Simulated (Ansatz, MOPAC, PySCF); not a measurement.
Pair of molecules: H2S (SMILES S) (first 3 atoms) with CH4S (SMILES CS); geometry from B3LYP-D3(BJ)/def2-TZVP, rigid monomers moved along the line of their centres of mass till H2···S5 is 3.02 Å.
(charge 0, multiplicity 1):
| atom | x (Å) | y (Å) | z (Å) |
|---|---|---|---|
| S | 0.5962 | 0.3913 | 0.2288 |
| H | 0.1610 | 0.8061 | 1.4381 |
| H | -0.6388 | 0.0438 | -0.1665 |
| C | -0.3516 | -1.2549 | 4.0627 |
| S | -0.4015 | 0.5377 | 4.3939 |
| H | 0.0565 | -1.7969 | 4.9125 |
| H | -1.3852 | -1.5620 | 3.9123 |
| H | 0.2156 | -1.4677 | 3.1590 |
| H | 0.9181 | 0.7113 | 4.5746 |

Counterpoise-corrected where a basis set is named; no monomer relaxation. Rows marked so take none.

Rows in STO-3G carry no dispersion term and start afresh at each structure. The state that PM7 reach isn't checked; PM7 holds dispersion and hydrogen-bond terms.

Programs: Ansatz (a program for electronic structure) with Gaussian orbitals; MOPAC for PM7 (differences of heats of formation); PySCF for STO-3G rows. Each number belongs to the level named beside it.

**Question.** One of these levels gives -62.0 meV for the interaction energy. Name it.
(A) HF/STO-3G (no counterpoise)
(B) r2SCAN/def2-TZVPPD
(C) PM7

**Answer.** C, PM7. The others give -15.9 (HF/STO-3G (no counterpoise)), -90.9 (r2SCAN/def2-TZVPPD)
